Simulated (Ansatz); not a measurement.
Ansatz (an electronic-structure program) input (CCSD(T)/cc-pVDZ):

Ansatz 0.2 input:
```yaml
crystal:
  periodic: [false, false, false]
  atoms:
    - {symbol: O, position_ang: [2.49725832, -1.15052109, 0.68497655]}
    - {symbol: C, position_ang: [1.27517694, -0.68075474, 0.31424276]}
    - {symbol: C, position_ang: [0.96372310, 0.56864824, -0.11092627]}
    - {symbol: Se, position_ang: [-0.86373193, 0.86978104, -0.30301051]}
    - {symbol: C, position_ang: [-1.04814633, -0.96931685, 0.07268414]}
    - {symbol: C, position_ang: [0.14238000, -1.56221674, 0.33865055]}
    - {symbol: H, position_ang: [3.14481875, -0.43988041, 0.60616588]}
    - {symbol: H, position_ang: [-2.00812504, -1.45001954, -0.02616333]}
    - {symbol: H, position_ang: [0.25332290, -2.61664623, 0.55463507]}
basis:
  gaussian:
    orbitals: cc-pVDZ
magnetization: {spin_polarized: true, initial_magnetization: 1}
correlation: {method: ccsd_t, electrons: outside_noble_gas}
```

Output:

```
Functional definition: HF
integrals: 0.30 GiB planned
1113 factors; integrals over basis functions are off by at most 1.3e-3 eV
0.85 GiB of device memory are held for the factors and their scratch space
mean field: 0.82 GiB planned
mean field evaluation 1: about -71502.0295 eV, gradient 2.3e1 eV
mean field evaluation 2: about -71502.2602 eV, gradient 2.3e1 eV
mean field evaluation 4: about -71505.6029 eV, gradient 3.8e0 eV
mean field evaluation 8: about -71505.8514 eV, gradient 6.4e-1 eV
mean field evaluation 16: about -71506.1964 eV, gradient 5.5e-1 eV
mean field evaluation 32: about -71505.8504 eV, gradient 8.1e-1 eV
mean field evaluation 64: about -71505.8441 eV, gradient 5.2e-1 eV
mean field evaluation 96: about -71505.7856 eV, gradient 1.6e0 eV
mean field evaluation 128: about -71506.2061 eV, gradient 2.2e-1 eV
mean field evaluation 160: about -71506.0136 eV, gradient 2.0e0 eV
mean field evaluation 192: about -71504.9065 eV, gradient 2.6e0 eV
mean field evaluation 224: about -71505.1737 eV, gradient 1.3e0 eV
mean field evaluation 256: about -71505.6300 eV, gradient 2.4e0 eV
mean field evaluation 288: about -71505.9222 eV, gradient 1.7e0 eV
mean field evaluation 320: about -71503.7725 eV, gradient 1.9e0 eV
mean field evaluation 352: about -71505.3755 eV, gradient 1.9e0 eV
mean field evaluation 384: about -71505.3805 eV, gradient 2.6e-1 eV
mean field evaluation 416: about -71503.8347 eV, gradient 9.1e-2 eV
mean field evaluation 448: about -71503.8338 eV, gradient 1.2e-1 eV
mean field evaluation 480: about -71498.7026 eV, gradient 1.9e1 eV
mean field -71506.20570534 eV, -2627.8045910243 hartree, gradient 1.5e-6 eV, S^2 1.183324; 8 other end points of the search recorded, 0 dependent functions left out
determinant -71506.20570534 eV, -2627.8045910243 hartree, with singles and doubles -71528.47162826 eV, -2628.6228485990 hartree
determinant -71505.37174035 eV, -2627.7739433761 hartree, with singles and doubles -71527.70091517 eV, -2628.5945254156 hartree
determinant -71503.83132812 eV, -2627.7173342707 hartree, with singles and doubles -71526.37876771 eV, -2628.5459373925 hartree
19 core orbitals not correlated
reference -71506.20570534 eV, -2627.8045910243 hartree; 16, 15 occupied and 77, 78 virtual orbitals, 1113 factors
second order -20.73466246 eV of doubles, -0.00000000 eV of singles
coupled cluster: 1.79 GiB planned
cycle   1  -22.26909850 eV  change   -3.2e-3 eV  update   6.1e-3
cycle   2  -22.27240828 eV  change   -3.3e-3 eV  update   4.7e-3
cycle   3  -22.27446268 eV  change   -2.1e-3 eV  update   3.5e-3
cycle   4  -22.27610605 eV  change   -1.6e-3 eV  update   2.3e-3
cycle   5  -22.28336556 eV  change   -7.3e-3 eV  update   1.7e-3
cycle   6  -22.28710392 eV  change   -3.7e-3 eV  update   1.2e-3
cycle   7  -22.28554315 eV  change    1.6e-3 eV  update   8.2e-4
cycle   8  -22.28349421 eV  change    2.0e-3 eV  update   4.8e-4
cycle   9  -22.28329229 eV  change    2.0e-4 eV  update   2.2e-4
cycle  10  -22.28323492 eV  change    5.7e-5 eV  update   9.5e-5
cycle  11  -22.28331515 eV  change   -8.0e-5 eV  update   5.6e-5
cycle  12  -22.28322744 eV  change    8.8e-5 eV  update   3.3e-5
cycle  13  -22.28320323 eV  change    2.4e-5 eV  update   2.2e-5
coupled cluster: 1.79 GiB planned
perturbative correction -0.92891610 eV, -0.0341370372 hartree
Total energy: -71529.41782467 eV, -2628.6576206759 hartree
```

It need not be the lowest isomer of its formula.

The determinant is spin-contaminated: <S^2> is 1.18 against 0.75 for a pure state.
